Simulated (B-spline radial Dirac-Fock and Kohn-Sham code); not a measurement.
# 4p1/2 photoionisation of Mo⁴⁺ near threshold

System: Mo⁴⁺, configuration 1s2 2s2 2p6 3s2 3p6 3d10 4s2 4p6 4d2. The computed 4p1/2 threshold is 94.88 eV; without correlation, outer thresholds are uncertain by 1 to 2 eV. With an open shell the threshold is an average over the terms of the final ion.

Method: independent-particle photoionisation in a Dirac-Hartree-Slater potential with a Latter tail, all multipoles, thresholds from Dirac-Fock ΔSCF. Computed with an atomic code on a B-spline grid. Interchannel coupling and autoionising resonances are not included, so magnitudes near threshold are approximate.

| kinetic energy (eV) | σ (Mb) | β |
| --- | --- | --- |
| 1.5 | 0.189 | -0.21 |
| 1.9 | 0.188 | -0.22 |
| 2.3 | 0.187 | -0.23 |
| 2.9 | 0.185 | -0.24 |
| 3.7 | 0.183 | -0.26 |
| 4.6 | 0.180 | -0.27 |
| 5.7 | 0.177 | -0.29 |
| 7.2 | 0.174 | -0.30 |
| 9.0 | 0.170 | -0.32 |
| 11.2 | 0.165 | -0.33 |
| 14.0 | 0.160 | -0.33 |
| 17.5 | 0.155 | -0.31 |
| 21.9 | 0.150 | -0.27 |
| 27.4 | 0.144 | -0.20 |
| 34.2 | 0.138 | -0.09 |
| 42.8 | 0.133 | 0.05 |
| 53.5 | 0.128 | 0.24 |
| 66.9 | 0.123 | 0.44 |
| 83.7 | 0.116 | 0.66 |
| 104.7 | 0.108 | 0.86 |
| 130.9 | 0.0986 | 1.05 |
| 163.6 | 0.0879 | 1.20 |
| 204.6 | 0.0767 | 1.33 |
| 255.8 | 0.0650 | 1.44 |
| 319.9 | 0.0530 | 1.52 |
| 400.0 | 0.0418 | 1.59 |

The cross section shows no minimum in this range. It is largest at the lowest energy, 0.189 Mb. β ranges from -0.33 (at 11.2 eV) to 1.59.
